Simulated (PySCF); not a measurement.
Start geometry of CF3SO3CF3 (`C(F)(F)(F)OS(=O)(C(F)(F)F)=O`) from GFN2-xTB (Å):
```
atom  x, y, z in Å
O1     0.7214   -0.2734   -1.9401
S2     0.4648    0.3341   -0.6879
O3     0.1269    1.7002   -0.5573
O4    -0.6093   -0.5705    0.1585
C5    -1.9202   -0.2051    0.0629
F6    -2.2209    0.7901    0.9112
F7    -2.7085   -1.2155    0.3577
F8    -2.2159    0.2328   -1.1553
C9     1.8560   -0.1208    0.5118
F10    2.0107   -1.4372    0.5068
F11    2.9750    0.4449    0.1101
F12    1.5597    0.2922    1.7126
```

**Question.** What comes out of this run: PBE0-D3(BJ)/def2-SVP geometry optimisation, gas phase (PySCF 2.14.0)?

**Answer.** 
```
atom  x, y, z in Å
O1     1.304   -0.319   -1.932
S2     0.622    0.296   -0.832
O3     0.161    1.658   -0.808
O4    -0.628   -0.726   -0.458
C5    -1.864   -0.267   -0.053
F6    -1.771    0.477    1.034
F7    -2.584   -1.334    0.210
F8    -2.446    0.434   -1.004
C9     1.632   -0.015    0.701
F10    1.928   -1.292    0.779
F11    2.731    0.701    0.591
F12    0.953    0.359    1.763
```

The energy falls by 0.218 eV over 17 energy and gradient evaluations, the largest force component goes from 0.0367 to 3.6e-04 Eh/bohr, and the atoms move by 0.385 Å rms after alignment. The bond that changes most is S2–C9 (sulfonyl sulfur to CF3 carbon), which shortens by 0.031 Å. Bonds longer at the end by more than 0.005 Å: 5 of 11; shorter: 4. Among the angles that change most is S2–O4–C5, from 116.5° to 122.5°. Among the dihedrals that turn most is O3–S2–O4–C5, from 42° to -6°. Rotational constants go from 1546, 586.2, 548.9 to 1435, 637.7, 575.9 MHz. The orientation of the end geometry is arbitrary; only internal coordinates are fixed.

The run used 172 basis functions and 128 SCF cycles in all.

No frequency check. One conformer, not necessarily the lowest.
